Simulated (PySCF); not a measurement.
This PySCF input asks for the NMR shieldings of SMILES [SiH3]S[C@H]1CC=CCCC1, C7H14SSi; the geometry comes from PBE0-D3(BJ)/def2-SVP.

```python
import basis_set_exchange as bse
import numpy as np
from pyscf import gto, dft
from pyscf.prop import nmr

atoms = """
Si    3.331947    0.313733    0.199484
S     2.252910    0.757347   -1.595846
C     0.513926    0.253354   -1.215217
C     0.436192   -1.221180   -0.812216
C    -0.930809   -1.833541   -0.942934
C    -2.038826   -1.396264   -0.335389
C    -2.109828   -0.206076    0.579143
C    -1.632002    1.105893   -0.045597
C    -0.123113    1.231488   -0.233064
H     2.745301    0.965689    1.410196
H     4.694115    0.866167   -0.052323
H     3.443407   -1.152054    0.473262
H     0.032368    0.369565   -2.200682
H     0.789682   -1.319395    0.232720
H     1.149949   -1.785842   -1.428911
H    -1.010713   -2.714272   -1.589620
H    -2.970648   -1.943058   -0.516708
H    -1.509009   -0.402926    1.488330
H    -3.145667   -0.080540    0.928078
H    -2.141750    1.253506   -1.013242
H    -1.952683    1.939075    0.601328
H     0.108837    2.252246   -0.574659
H     0.371307    1.119569    0.749211
"""
names = dict.fromkeys(["Si", "S", "C", "H"], "pcSseg-1")
basis = {el: gto.basis.parse(bse.get_basis(n, elements=[el], fmt="nwchem")) for el, n in names.items()}
mol = gto.M(atom=atoms, basis=basis, charge=0, verbose=0)
mf = dft.RKS(mol, xc="PBE0")
mf.grids.level = 2
mf.grids.alignment = dft.numint.BLKSIZE   # the property module wants whole blocks of grid points
mf.conv_tol = 1e-9
mf.kernel()

calc = nmr.RKS(mf)   # GIAO
C = mf.mo_coeff
Co = C[:, mf.mo_occ > 0]
resp = mf.gen_response(singlet=True, hermi=2)
def vind(x):   # induced exchange potential for any number of trial vectors
    d = np.einsum("pi,xij,qj->xpq", C, 2 * x.reshape(-1, C.shape[1], Co.shape[1]), Co, optimize=True)
    return np.einsum("xpq,pi,qj->xij", resp(d - d.transpose(0, 2, 1)), C, Co, optimize=True).ravel()
mo1, _ = nmr.rhf.solve_mo1(calc, with_cphf=vind)
sigma = calc.kernel(mo1)
for i, s in enumerate(sigma):   # ppm
    w = np.linalg.eigvalsh((s + s.T) / 2)
    print("%2d %-2s iso %8.1f  s11 %8.1f  s22 %8.1f  s33 %8.1f" % (i, mol.atom_pure_symbol(i), w.mean(), *w))
```

Question: What are the results?

Answer: 
```
 0 Si iso    416.2  s11    371.5  s22    411.3  s33    465.7
 1 S  iso    579.2  s11    328.1  s22    539.8  s33    869.7
 2 C  iso    140.9  s11    120.5  s22    142.5  s33    159.7
 3 C  iso    142.8  s11    123.2  s22    141.7  s33    163.4
 4 C  iso     44.5  s11    -74.4  s22     57.5  s33    150.2
 5 C  iso     39.3  s11    -81.9  s22     49.8  s33    150.1
 6 C  iso    153.7  s11    141.9  s22    154.0  s33    165.1
 7 C  iso    154.6  s11    148.1  s22    155.2  s33    160.4
 8 C  iso    140.5  s11    122.9  s22    142.4  s33    156.2
 9 H  iso     26.4  s11     22.3  s22     25.6  s33     31.4
10 H  iso     26.9  s11     23.4  s22     24.3  s33     33.0
11 H  iso     26.6  s11     22.8  s22     25.1  s33     32.0
12 H  iso     28.9  s11     24.0  s22     29.4  s33     33.4
13 H  iso     28.8  s11     24.8  s22     30.1  s33     31.6
14 H  iso     28.8  s11     22.7  s22     29.8  s33     33.8
15 H  iso     25.2  s11     22.4  s22     25.8  s33     27.4
16 H  iso     25.1  s11     22.6  s22     25.5  s33     27.2
17 H  iso     29.3  s11     26.6  s22     27.5  s33     33.7
18 H  iso     29.2  s11     24.0  s22     27.5  s33     36.1
19 H  iso     30.1  s11     26.0  s22     28.8  s33     35.4
20 H  iso     29.7  s11     24.1  s22     28.4  s33     36.7
21 H  iso     29.1  s11     22.9  s22     30.7  s33     33.6
22 H  iso     29.4  s11     24.4  s22     31.1  s33     32.7
```

These numbers come from an equivalent density-fitted implementation of the same equations, which agrees with the script to about 0.01 ppm for H and up to a few tenths of a ppm for heavy atoms, so last digits may differ.

Question: Turn these shieldings into chemical shifts. δ = σ(ref) − σ, references computed at the same level: TMS for 29Si (σref 351.99), 13C (σref 184.41), 1H (σref 31.27); CS2 for 33S (σref 495.66).

Answer: Averaging equivalent atoms: Si 0: -64.2; S 1: -84; C 5: 145.1; C 4: 139.9; C 8: 43.9; C 2: 43.5; C 3: 41.6; C 6: 30.7; C 7: 29.8; H 16: 6.18; H 15: 6.08; H 9/10/11: 4.62; H 14: 2.49; H 13: 2.42; H 12: 2.35; H 21: 2.19; H 18: 2.04; H 17: 2.01; H 22: 1.86; H 20: 1.54; H 19: 1.21 ppm. 

Size and cost of the density-fitted run: 237 basis functions, 2.2 min wall time on 1 thread of an Arm Neoverse N1, shared host; peak memory 1.2 GiB.
